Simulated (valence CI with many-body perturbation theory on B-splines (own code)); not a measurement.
# Ho LII: fill in the table

Level of theory: configuration interaction combined with many-body perturbation theory (CI+MBPT): six valence electrons over a frozen Dirac-Fock core [Ne], a basis of 9 s, 9 p, 8 d, 6 f, 3 g, 1 h functions for each j, with the one-electron correlation potential Σ1 (screened to all orders), the two-electron term Σ2, the three-electron term Σ3, Breit, model QED; selected single and double excitations, second order for the rest, scaled by the run's own slope (own B-spline code, finite nucleus).

The last digits are not significant, and no measured levels were compared; by estimate large intervals hold to a few tenths of a per cent, small ones and those within an open d or f shell to about a per cent. Among the levels kept, up to 1100 cm⁻¹ of a level comes from second order outside the variational space, and about a tenth of that is noise between levels of different J, which matters for small intervals.

| Level | E (× 10³ cm⁻¹) |
| --- | --- |
| (3s^2 3p1/2^2 3p3/2^2) J=2 | 0.00 |
| (3s^2 3p1/2^2 3p3/2^2) J=0 | ? |
| (3s^2 3p1/2^2 3p3/2 3d3/2) J=2 | 1663.5 |
| (3s^2 3p1/2^2 3p3/2 3d3/2) J=1 | ? |
| (3s^2 3p1/2^2 3p3/2 3d3/2) J=0 | 1723.9 |
| (3s^2 3p1/2^2 3p3/2 3d3/2) J=3 | 1726.0 |
| (3s^2 3p1/2 3p3/2^3) J=1 | 1731.0 |
| (3s^2 3p1/2 3p3/2^3) J=2 | 1801.0 |
| (3s^2 3p1/2^2 3p3/2 3d5/2) J=4 | 2099.7 |
| (3s^2 3p1/2^2 3p3/2 3d5/2) J=2 | ? |
| (3s^2 3p1/2^2 3p3/2 3d5/2) J=3 | ? |
| (3s^2 3p1/2^2 3p3/2 3d5/2) J=1 | ? |
| (3s 3p1/2^2 3p3/2^3) J=2 | 3007.5 |
| (3s 3p1/2^2 3p3/2^3) J=1 | 3158.0 |
| (3s^2 3p1/2 3p3/2^2 3d3/2) J=2 [a] | 3328.7 |
| (3s^2 3p1/2 3p3/2^2 3d3/2) J=0 | 3337.0 |
| (3s^2 3p1/2 3p3/2^2 3d3/2) J=1 [a] | 3343.1 |
| (3s^2 3p1/2 3p3/2^2 3d3/2) J=3 [a] | 3385.5 |
| (3s^2 3p1/2^2 3d3/2^2) J=2 | ? |
| (3s^2 3p1/2 3p3/2^2 3d3/2) J=4 | 3448.8 |

Levels are named by their leading jj configuration (3d3/2^4 stands for four electrons in 3d with j = 3/2), which in mixed levels can hold well under half, so a name can repeat and another be missing. Letters in brackets count levels of one name in rising energy.

(1) The levels stand in rising order. What does the calculation give for the missing energies?

## Answers

(1) (3s^2 3p1/2^2 3p3/2^2) J=0 139.39; (3s^2 3p1/2^2 3p3/2 3d3/2) J=1 1719.8; (3s^2 3p1/2^2 3p3/2 3d5/2) J=2 2133.8; (3s^2 3p1/2^2 3p3/2 3d5/2) J=3 2279.4; (3s^2 3p1/2^2 3p3/2 3d5/2) J=1 2355.5; (3s^2 3p1/2^2 3d3/2^2) J=2 3395.1.
